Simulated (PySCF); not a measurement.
# Complete the spectrum of [C6H12OP]+

Species: C6H12OP (charge +1).
Cartesian coordinates in Å at the PBE0-D3(BJ)/def2-SVP level; atoms count from 1:
```
atom  x, y, z in Å
C1    -3.1104   -1.1669   -0.0925
C2    -2.3359    0.0947   -0.1522
C3    -1.2161    0.4603    0.4985
P4    -0.3360   -0.5335    1.6738
C5     1.2682   -1.1813    1.1043
C6     2.1607    0.0381    0.8846
C7     3.5587   -0.1781    0.4197
O8     1.6707    1.1223    1.1101
H9    -2.6773   -1.9460    0.5484
H10   -3.2245   -1.5777   -1.1088
H11   -4.1335   -0.9532    0.2589
H12   -2.7399    0.8549   -0.8334
H13   -0.7594    1.4406    0.3355
H14   -1.1138   -1.6494    2.0410
H15   -0.1191    0.1692    2.8739
H16    1.1230   -1.7623    0.1779
H17    1.6830   -1.8717    1.8591
H18    4.1149   -0.7747    1.1610
H19    3.5672   -0.7505   -0.5214
H20    4.0550    0.7892    0.2761
```

Theory: PySCF 2.14.0, density-fitted response routines, TDDFT CAM-B3LYP/def2-SVPD, vertical, gas phase, core orbitals frozen in the response.

Orbital energies (eV): HOMO-3 -15.92, HOMO-2 -15.63, HOMO-1 -13.76, HOMO -13.47, LUMO -4.20, LUMO+1 -3.80, LUMO+2 -2.88.

Lowest singlets, with some entries withheld (?).

| state | E (eV) | f | main configurations (H = HOMO, L = LUMO) |
| --- | --- | --- | --- |
| S1 | 4.71 | 0.0001 | H→L+1 (74%), H-1→L+1 (23%) |
| S2 | ? | ? | ? |
| S3 | 6.76 | 0.143 | H-1→L (87%), H→L (9%) |
| S4 | 7.27 | 0.0010 | H-1→L+1 (50%), H→L+1 (17%), H→L+3 (9%) |
| S5 | 7.34 | 0.0006 | ? |
| S6 | ? | ? | H→L+2 (45%), H→L+3 (26%), H-1→L+1 (14%) |
| S7 | 7.67 | 0.0059 | H-1→L+3 (40%), H-1→L+2 (32%), H-1→L+1 (8%) |
| S8 | 7.88 | ? | ? |
| S9 | 7.92 | 0.0057 | H→L+4 (64%), H-1→L+4 (20%) |
| S10 | 8.08 | 0.029 | H-1→L+2 (40%), H-1→L+3 (32%) |

Q: Supply the missing values.

A: 
- S2: E = 6.54 eV; f = 0.374; H→L (88%), H-1→L (9%)
- S5: H-2→L (89%)
- S6: E = 7.49 eV; f = 0.0049
- S8: f = 0.0010; H→L+3 (39%), H→L+2 (35%), H-1→L+2 (10%)

Q: Which level carries the most intensity, and what share of the listed sum of f?

A: S2, with f = 0.374 of 0.565, 66%.

Q: What is the vertical ionisation energy by ΔSCF at this level?

A: 14.14 eV; −ε(HOMO) is 13.47 eV.

Q: What is the mean static polarisability from the same response equations?

A: 94.6 au (14.02 Å³), with principal values 77.0, 83.8 and 123.0 au.

On one thread, Intel Xeon Platinum 8259CL at 2.50 GHz (x86_64), no GPU, on a shared host, this took 8.4 min (grids of density and orbitals included) and 1.4 GiB of memory at its peak.

One conformer stands for the species.
